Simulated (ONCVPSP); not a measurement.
Ne (Z = 10), ONCV: configuration errors across variants

| Property | Result |
| --- | --- |
| Element | neon |
| Generator | ONCVPSP 4.0.1 |
| Type | optimised norm-conserving Vanderbilt (ONCV) |
| Functional | PBE |
| Relativity | non-relativistic |
| Frozen core | [He] |
| Valence charge | 8 |
| Reference configuration | 2s2 2p5.5 (charge +0.5) |
| Partial waves | 2s: rc 0.50 bohr, ncon 3, nbas 8, qcut 10.9 1/bohr, local; 2p: rc 1.30 bohr, ncon 4, nbas 8, qcut 13.2 1/bohr, 2 projectors, debl 2.9 Ha; d scattering state at 0.06 Ha: rc 1.25 bohr, ncon 4, nbas 7, qcut 6.5 1/bohr, 1 projector |
| Local potential | the s channel |
| Core correction | Teter function, fcfact 5.5, rcfact 1.35 |

All-electron excitation energies from the reference (eV): (1) 2s2 2p6 -8.875; (2) 2s2 2p5 13.615; (3) 2s2 2p4 56.897; (4) 2s2 2p3 124.333.

2 further variants failed, have other tests or another functional or relativity, and are left out.

Errors AE − PS in meV (a dash: test not solved or not reliable):

| change | (1) | (2) | (3) | (4) | bound ghosts | GHOST(+) flags above zero |
| --- | --- | --- | --- | --- | --- | --- |
| base | +4.1 | +8.4 | +133 | +582 | none | none |
| core correction Teter function, fcfact 5.5, rcfact 2 | +4.2 | +8.2 | +127 | +544 | none | none |
| d: nbas 9 | +4.1 | +8.4 | +133 | +582 | none | none |
| p: qcut 8.1 | +11 | +22 | +332 | +1399 | none | none |
| s: qcut 13.2; p: qcut 16; d: qcut 7.9 | +2.5 | +5.2 | +84 | +376 | none | none |
| d: rc 1.8 | +4.1 | +8.4 | +133 | +582 | none | none |
| p: rc 0.9 | +1.1 | +2.3 | +39 | +184 | none | none |
| all radii but the core radius scaled by about 0.85 (s 0.42, p 1.10, d 1.06 bohr) | +2.3 | +4.8 | +78 | +356 | none | none |
| s: ncon 4, nbas 9 | +4.1 | +8.4 | +133 | +582 | none | none |

Problem. Give the same row for: s: nproj 1; local potential polynomial inside 0.50 bohr (lpopt 2, dvloc0 3 Ha).

Solution. +4.2, +8.5, +134, +588; bound ghosts: none; GHOST(+) flags above zero: none.
